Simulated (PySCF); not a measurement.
C2H5BFN, SMILES C=CB(F)N.

Coordinates come from a B3LYP-D3(BJ)/def2-SVP optimisation. The structure was generated by enumeration, and PubChem lists no compound with its InChIKey, so it may never have been made. The values are those of a single conformer.

Two levels are set side by side: PBE/def2-TZVP (PySCF) and HF/def2-TZVP (PySCF). Same geometry, gas phase. Differences are taken from unrounded values.

```csv
quantity,HF
orbital gap (eV),13.18
highest occupied level (eV),-10.25
lowest empty level (eV),2.93
dipole moment (D),2.38
mean polarisability (bohr³),43.2
```

### Question
What does PBE give, and how far is it from HF? (An estimate is asked for; the answer gives what the named calculation found.)

### Answer

| quantity | PBE | PBE minus HF |
|---|---|---|
| orbital gap (eV) | 4.76 | -8.43 |
| highest occupied level (eV) | -6.51 | 3.75 |
| lowest empty level (eV) | -1.75 | -4.68 |
| dipole moment (D) | 2.22 | -0.17 |
| mean polarisability (bohr³) | 47.2 | 4.0 |

Without exact exchange PBE keeps part of each electron's self-repulsion, which lifts occupied levels and narrows the gap. PBE's more diffuse valence density responds more strongly to a field. Differences between two approximate levels are no errors against the true value.

Rough cost on one machine, each run with all the roots and properties that it gave: HF against PBE about 1/4.
